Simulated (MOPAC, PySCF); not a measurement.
Potential energy curve for CF, doublet.

Methods: PM3, unrestricted, heats of formation (MOPAC); UMP2/6-31G* = unrestricted MP2 (frozen core)/6-31G*, spherical d run with PySCF; UKS-B3LYP/6-31G* = unrestricted B3LYP/6-31G*, spherical d in PySCF; UCCSD(T) = CCSD(T) on UHF/cc-pVTZ, 2 core orbitals frozen (PySCF).

Energies relative to the lowest point of each curve near equilibrium, in kJ/mol; the last columns give the difference from UCCSD(T):

```
R / Å    PM3  UMP2/6-31G*  UKS-B3LYP/6-31G*  UCCSD(T)  PM3 − UCCSD(T)  UMP2/6-31G* − UCCSD(T)  UKS-B3LYP/6-31G* − UCCSD(T)
-----  -----  -----------  ----------------  --------  --------------  ----------------------  ---------------------------
1.02   292.5        337.3             318.1     293.4            -0.9                    43.9                         24.7
1.09   130.2        152.9             141.9     128.5             1.8                    24.5                         13.4
1.15    48.8         64.1              58.0      50.8            -2.0                    13.3                          7.2
1.19    17.9         29.4              25.8      21.6            -3.7                     7.8                          4.2
1.22     5.1         13.2              11.0       8.6            -3.5                     4.5                          2.4
1.27     0.0          0.3               0.0       0.0             0.0                     0.3                          0.0
1.31     8.0          0.0               0.6       2.0             6.0                    -2.0                         -1.5
1.34    19.6          4.1               5.2       7.5            12.1                    -3.3                         -2.3
1.38    41.0         14.2              15.5      18.7            22.3                    -4.5                         -3.2
1.45    90.1         41.1              42.1      46.3            43.8                    -5.2                         -4.2
1.59   206.3        114.0             112.5     117.2            89.1                    -3.2                         -4.7
1.71   301.6        185.3             179.3     183.3           118.3                     1.9                         -4.0
```

PM3 is furthest from UCCSD(T) at 1.71 (118.3 kJ/mol, above); its mean absolute difference over the points is 25.3 kJ/mol.

UMP2/6-31G* is furthest from UCCSD(T) at 1.02 (43.9 kJ/mol, above); its mean absolute difference over the points is 9.5 kJ/mol.

UKS-B3LYP/6-31G* is furthest from UCCSD(T) at 1.02 (24.7 kJ/mol, above); its mean absolute difference over the points is 6.0 kJ/mol.

The scan ran from 1.02 to 5.09 Å; beyond the distances shown one of the unrestricted levels run for this scan, shown here or not, changes its spin distribution in one step.
